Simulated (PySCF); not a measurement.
**PdS₂, triplet: data card**

Computed with UPBE0/[Pd def2-SVP with ECP28, S def2-SVP], scalar-relativistic core potentials, density fitting, no spin–orbit coupling, PySCF.

The structure is a minimum.

```xyz
3
charge 0 multiplicity 3, angstrom
Pd    0.0000    0.0000   -0.5277
S     1.6188    0.0000    0.8836
S    -1.6188    0.0000    0.8836
```

* Point group: C2v
* Bond lengths: Pd–S 2.148 Å (×2)
* Bond angles: S–Pd–S 97.8°
* Rotational symmetry number: 2
* Principal polarisabilities: 55.3, 62.9, 87.8 bohr³
* Dipole moment: 2.01 D
* Lowest empty level (β): -4.66 eV
* Principal quadrupole moments (Buckingham, traceless) about the centre of mass: -2.35, 0.33, 2.03 D Å
* Enthalpy at 298.15 K above 0 K: 13.44 kJ/mol
* Zero-point energy: 5.5 kJ/mol
* Atomisation energy without zero-point energy: 466 kJ/mol
* Entropy at 298.15 K and 1 bar (electronic part: spin only): 309.7 J/(mol K)
* Rotational constants: 0.2123, 0.1006, 0.06826 cm⁻¹
* Heat capacity Cp at 298.15 K: 53.5 J/(mol K)
* Highest occupied level (β): -6.80 eV
* Spin squared ⟨S²⟩: 2.011

Harmonic modes (masses in u: Pd 105.903, S 31.972):
```
symmetry  ω (cm⁻¹)  IR (km/mol)
      a1        96          2.4
      b2       393          0.0
      a1       428          1.9
```

In C2v the vibrations span 2a1 + b2. Here b1 is antisymmetric to the molecular plane and b2 lies in it.

Charges (e):
```tsv
atom	Mulliken	Löwdin	polar tensor	spin (Mulliken)	Mayer order to Pd1
Pd1	0.09	-0.56	0.31	0.22	–
S2,3	-0.04	0.28	-0.15	0.89	1.38
```
Other Mayer orders above 0.3: S–S 0.32.

Mulliken populations on Pd1 (electrons outside its core potential): s 2.56, p 6.35, d 9.00, f 0.00.

Outer orbital energies (eV). α occupied: -10.70, -10.66, -10.53, -8.30, -8.29, -7.76, -7.54, -7.16; empty: -3.86, -1.65, 0.40, 1.27. β occupied: -11.00, -10.87, -10.24, -9.61, -9.48, -8.09, -7.17, -6.80; empty: -4.66, -3.83, -3.56, -1.54.

Formally Pd is in oxidation state +4, d6, with 2 unpaired electrons (the high-spin count would be 4). The Mulliken spin on Pd is 0.22, so most of the spin sits on the ligands and the formal count fails. The polar-tensor charge on Pd, 0.31, is far below the formal one.

Other isomers or separated fragments may lie lower. Open d and f shells are described by one determinant, and the ground state may have another occupation or spin. At this level a triplet minimum of C2v symmetry lies 137 kJ/mol below this structure.

The final relaxation and frequency run took roughly 60 core-seconds on a shared host.
